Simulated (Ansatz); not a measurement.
C2H5O2 (SMILES COC=[OH+]), charge +1, singlet, geometry from GFN2-xTB; MP2/6-31+G* run with Ansatz (a first-principles code).

Input for Ansatz:
Ansatz 0.2 input:
```yaml
crystal:
  periodic: [false, false, false]
  atoms:
    - {symbol: C, position_ang: [-0.88185762, 0.00899774, -0.07418618]}
    - {symbol: O, position_ang: [-0.71974313, -1.14547322, 0.45674714]}
    - {symbol: O, position_ang: [0.05802829, 0.77784465, -0.34442084]}
    - {symbol: H, position_ang: [-1.87588460, 0.39555666, -0.32671543]}
    - {symbol: C, position_ang: [1.43664404, 0.47811999, -0.10026343]}
    - {symbol: H, position_ang: [1.82407913, 1.26580014, 0.54905631]}
    - {symbol: H, position_ang: [1.57697924, -0.50273413, 0.35103154]}
    - {symbol: H, position_ang: [1.95211849, 0.54352817, -1.06056024]}
    - {symbol: H, position_ang: [-1.51229206, -1.68382867, 0.63527512]}
basis:
  gaussian:
    orbitals: 6-31+G_.json
total_charge: 1
magnetization: {spin_polarized: false}
correlation: {method: mp2}
```
The basis file holds 6-31+G* in the JSON format of the Basis Set Exchange.

Predict the main parts of the log of this Ansatz run.


```
Functional definition: HF
831 factors; integrals over basis functions are off by at most 1.1e-3 eV
mean field evaluation 1: about -6202.1115 eV, gradient 5.1e1 eV
mean field evaluation 2: about -6202.1164 eV, gradient 5.1e1 eV
mean field evaluation 4: about -6206.9312 eV, gradient 3.8e0 eV
mean field evaluation 8: about -6206.9709 eV, gradient 4.5e-4 eV
mean field -6206.97093991 eV, -228.1019748055 hartree, gradient 1.6e-6 eV, S^2 0.000000; 0 other end points of the search recorded, 0 dependent functions left out
4 core orbitals not correlated
reference -6206.97093991 eV, -228.1019748055 hartree; 12, 12 occupied and 70, 70 virtual orbitals, 831 factors
second order -16.35896762 eV of doubles, -0.00000000 eV of singles
Total energy: -6223.32990753 eV, -228.7031557772 hartree
```
